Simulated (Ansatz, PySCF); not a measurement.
Pair of molecules: C2H4 (SMILES C=C) (first 6 atoms) with CH4O (SMILES CO); geometry from B3LYP-D3(BJ)/def2-TZVP, rigid monomers moved along the line of their centres of mass till C1···H12 is 2.23 Å.
(charge 0, multiplicity 1):
```xyz
12

C      0.70193     0.20810     0.02380
C     -0.60631     0.02689    -0.10076
H      1.16581     1.16679    -0.17399
H      1.36150    -0.59620     0.32679
H     -1.06908    -0.93284     0.09547
H     -1.26629     0.82981    -0.40593
C     -0.18359    -0.59429     3.45102
O     -0.31568     0.72620     2.95411
H     -0.95957    -1.26394     3.06122
H     -0.29019    -0.54315     4.53415
H      0.79777    -1.02727     3.22300
H     -0.22336     0.69680     1.99354
```

Monomers are frozen at their geometry in the pair; levels with a basis set take the counterpoise correction. Rows marked so take none.

Rows in 6-31G* carry no dispersion term and start afresh at each structure (6-31G* with six Cartesian d functions).

The values were computed with Ansatz (a quantum-chemistry and plane-wave program) with Gaussian orbitals; PySCF for 6-31G* rows, the dispersion terms. Values without a source in brackets are computed.

**Question.** One of these levels gives 71.7 meV for the interaction energy. Name it.
A. PBE/def2-TZVPPD
B. HF/6-31G*
C. PBE-D4/def2-TZVPPD
D. B3LYP/6-31G* (no counterpoise)

**Answer.** B, HF/6-31G*. The others give -68.8 (PBE/def2-TZVPPD), -128.5 (PBE-D4/def2-TZVPPD), -86.5 (B3LYP/6-31G* (no counterpoise))
